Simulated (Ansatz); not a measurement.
```yaml
crystal:
  periodic: [false, false, false]
  atoms:
    - {symbol: F, position_ang: [-1.983594, 1.279855, -0.241004]}
    - {symbol: Si, position_ang: [-0.576074, 0.371222, -0.387201]}
    - {symbol: C, position_ang: [0.984272, 0.234952, 0.984767]}
    - {symbol: N, position_ang: [0.131610, -0.828660, -0.334717]}
    - {symbol: H, position_ang: [-0.019964, 1.158232, -1.968968]}
    - {symbol: H, position_ang: [1.753662, 0.243795, 0.664855]}
    - {symbol: H, position_ang: [0.189409, -0.389303, 1.705522]}
    - {symbol: H, position_ang: [-0.290148, -2.078118, 0.362566]}
basis:
  gaussian: {orbitals: pcseg-2}
hamiltonian: {xc: {name: CCSD(T)}}
output: {forces: true}
```

```sh
$ ansatz run in.yaml --threads 2 --pin off --events-out ev --progress --plain --max-ram 4352MiB
```

Output, abridged:

```
Error: YAML parse error: error: line 14 column 19: hamiltonian.xc: no functional is named "CCSD(T)"; the names, which are not case-sensitive, are SVWN5, SPW92, PBE, PBE0, PBEsol, revPBE, revPBE0, RPBE, rPW86-PBE, HSE06, wPBEh, LC-wPBE, HISS, HF, BLYP, B3LYP, B3LYP5, BHLYP, CAM-B3LYP, r2SCAN, r2SCANh, r2SCAN0, r2SCAN50, m-r2SCAN, B97, wB97, wB97X, wB97X-V, B97M-V, wB97M-V, B2PLYP, B2GP-PLYP, PBE0-DH, PBE-QIDH
12 | basis:
13 |   gaussian: {orbitals: pcseg-2}
14 | hamiltonian: {xc: {name: CCSD(T)}}
15 | output: {forces: true}
```

In this input the method's name isn't one that the program takes here. The input was rejected before any iteration.
